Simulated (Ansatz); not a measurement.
Saddle point of CH9GeN, singlet (CH₇GeN ([CH3][GeH2][NH2]) + H₂ → CH₆Ge ([CH3][GeH3]) + NH₃; bonds formed: Ge1–H7, N2–H6; bonds broken: Ge1–N2, H6–H7), PBE0-D4/def2-TZVP structure:

Ge1  (-0.724, -0.093, 0.030)
N2  (0.592, -0.935, 1.290)
H3  (-1.261, -1.485, -0.480)
H4  (-1.921, 0.525, 0.763)
C5  (0.032, 0.751, -1.554)
H6  (0.780, 0.199, 1.497)
H7  (0.392, 1.275, 1.119)
H8  (0.196, -1.498, 2.038)
H9  (1.350, -1.446, 0.847)
H10  (0.070, 1.829, -1.416)
H11  (1.051, 0.387, -1.698)
H12  (-0.557, 0.491, -2.436)
(Å)

Energies are electronic, without zero-point energy. Barriers and step energies count from the start structure reached by relaxing down the imaginary mode; all methods use the PBE0-D4 structures, on which another method's saddle can fall below an end. Ansatz 0.2.0; basis: def2-TZVPP, with def2-QZVPP for the basis limit; cores frozen in the correlated methods. Filled d shells of the heavier atoms are correlated. The def2 sets are not built for correlating such inner shells, so the correlated values are less sure here. B3LYP uses VWN-RPA correlation. Extrapolation: Hartree–Fock as exp(−7.88 √X), correlation as X^−2.97.

| method | barrier (kcal/mol) | step energy (kcal/mol) |
| --- | --- | --- |
| SPW92 | 31.90 | -7.38 |
| PBE-D4 | 39.28 | -6.39 |
| BLYP-D4 | ? | -5.61 |
| r2SCAN-D4 | 42.79 | -6.11 |
| B97M-V | 42.20 | -8.20 |
| PBE0-D4 | 42.26 | -6.97 |
| B3LYP-D4 | 45.21 | -6.38 |
| r2SCAN0-D4 | 44.60 | -6.69 |
| BHLYP-D4 | ? | -7.01 |
| CAM-B3LYP-D4 | 46.36 | -6.81 |
| wB97X-V | 47.09 | -6.33 |
| wB97M-V | 45.96 | -6.57 |
| B2PLYP | ? | -6.07 |
| PBE-QIDH | 46.07 | -6.20 |
| RPA on PBE | 47.94 | -5.76 |
| HF | 57.53 | -8.07 |
| MP2 | 48.77 | -4.38 |
| CCSD | 49.40 | -6.51 |
| CCSD(T) | 47.84 | -5.85 |

(1) Fill in the withheld barriers. (An estimate is asked for; the value comes from the calculation.)

No T1 diagnostic of these runs exceeds 0.012.

Answers

(1) By the calculation: BLYP-D4 43.08; B2PLYP 47.63; BHLYP-D4 48.68 kcal/mol. Each is the energy of the saddle less that of the start structure, by the same method.

For comparison, the barrier by CCSD(T) at an estimated basis limit (MP2 extrapolated from triple and quadruple zeta, plus CCSD(T) − MP2 in triple zeta) is 48.78 kcal/mol.

Labels in which every atom is bracketed show which atoms are joined, not bond orders.

For scale, one of the runs: CCSD(T)/def2-TZVPP, 236 basis functions, launched by `ansatz run in.yaml --threads 4 --pin off --events-out ev --progress --plain --max-ram 9574MiB`. Time: 2.2 min of wall clock on 4 CPU threads of an Arm Neoverse V2; the host was shared. Peak host memory: 4.4 GiB.
